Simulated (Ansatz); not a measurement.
Ansatz (a program for electronic structure) input (r2SCANh/def2-TZVPD):

Ansatz 0.2 input:
```yaml
crystal:
  periodic: [false, false, false]
  atoms:
    - {symbol: C, position_ang: [-0.57153523, 0.14375636, 0.12078110]}
    - {symbol: N, position_ang: [0.73489764, -0.28738991, -0.23340796]}
    - {symbol: H, position_ang: [-0.87698954, 0.12027364, 1.22000294]}
    - {symbol: H, position_ang: [-1.32437512, -0.51032725, -0.36254457]}
    - {symbol: H, position_ang: [-0.90475479, 1.19114357, -0.18595523]}
    - {symbol: H, position_ang: [1.39104735, 0.34810127, 0.23766597]}
basis:
  gaussian:
    orbitals: def2-TZVPD
hamiltonian:
  xc: {name: r2SCANh}
total_charge: -1
output: {forces: true}
```

Output:

```
Functional definition: r2SCANh
integrals: 0.02 GiB planned
557 factors; their error is unknown
mean field: 0.29 GiB planned
mean field evaluation 1: about -2587.9342 eV, gradient 2.7e1 eV
mean field evaluation 2: about -2558.8817 eV, gradient 8.6e1 eV
mean field evaluation 4: about -2589.6160 eV, gradient 6.4e0 eV
mean field evaluation 8: about -2589.7298 eV, gradient 4.0e-1 eV
mean field evaluation 16: about -2589.7300 eV, gradient 2.8e-5 eV
mean field -2589.72998616 eV, -95.1708216092 hartree, gradient 2.8e-5 eV, S^2 0.000000; 0 other end points of the search recorded, 0 dependent functions left out
the calculation of the forces begins
reference -2589.72999608 eV, -95.1708219741 hartree; 9, 9 occupied and 101, 101 virtual orbitals, 557 factors
Total energy: -2589.72999608 eV, -95.1708219741 hartree
Atom 0 at    -0.571535     0.143756     0.120781 Å, force    -0.225223     0.012895     0.014269 eV/Å
Atom 1 at     0.734898    -0.287390    -0.233408 Å, force     0.032356     0.220256     0.167123 eV/Å
Atom 2 at    -0.876990     0.120274     1.220003 Å, force     0.111420    -0.035317    -0.110720 eV/Å
Atom 3 at    -1.324375    -0.510327    -0.362545 Å, force     0.047165     0.042982     0.031806 eV/Å
Atom 4 at    -0.904755     1.191144    -0.185955 Å, force     0.113460    -0.113984    -0.007438 eV/Å
Atom 5 at     1.391047     0.348101     0.237666 Å, force    -0.079179    -0.126832    -0.095040 eV/Å
Dipole moment:    -0.369564     0.279535     0.220210 e Å
```
